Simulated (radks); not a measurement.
Values are calculated unless marked as measured or tabulated.
Question: Radial electron density D(r) = 4 pi r^2 rho(r) of an atom or ion with 15 electrons. Code: a radial shooting solver on a logarithmic mesh with Libxc functionals. Model: scalar-relativistic Kohn-Sham, SCAN, spin-polarised, spherical densities, finite nucleus; meta-GGA in the generalised Kohn-Sham scheme; Fermi nuclear charge, rms radius of each element as measured or else 0.836 A^(1/3) + 0.57 fm.

r (bohr)  D(r) (e/bohr)  spin D(r)
0.003556         0.7817  0.0000666
0.004485          1.192   0.000106
0.005656          1.800   0.000171
0.007132          2.685   0.000283
0.008995          3.945   0.000481
0.01134           5.685   0.000854
0.01431           7.994    0.00159
0.01804           10.90    0.00309
0.02275           14.31    0.00624
0.02869           17.91     0.0128
0.03618           21.12     0.0265
0.04563           23.18     0.0538
0.05755           23.40      0.106
0.07258           21.67      0.197
0.09153           18.90      0.343
0.1154            16.97      0.546
0.1456            17.63      0.766
0.1836            20.86      0.906
0.2315            24.05      0.829
0.292             23.60      0.478
0.3682            18.28     0.0585
0.4643            10.97     0.0552
0.5856            6.148      0.887
0.7385            5.317       2.30
0.9314            5.832       3.25
1.175             4.827       2.86
1.481             2.555       1.58
1.868            0.7992      0.520
2.356            0.1347     0.0926
2.971           0.01087    0.00796
3.747         0.0003603   0.000283

What is the nuclear charge?

Answer: Z = 20. The innermost maximum, from 1s, lies near gamma/Z bohr with gamma = sqrt(1 - (Z/c)^2) = 0.989, here 0.0495 bohr (found: 0.0527), and its height grows with Z. The density is that of the calcium ion Ca5+ in [Ne] 3s2 3p3; the configuration itself is not fixed sharply by these data, and Z only to about a unit. D(r) has 3 maxima, at r = 0.0527, 0.255, 0.931 bohr, and minima at 0.123, 0.698 bohr, inside which lie 2.15, 10.43 electrons.
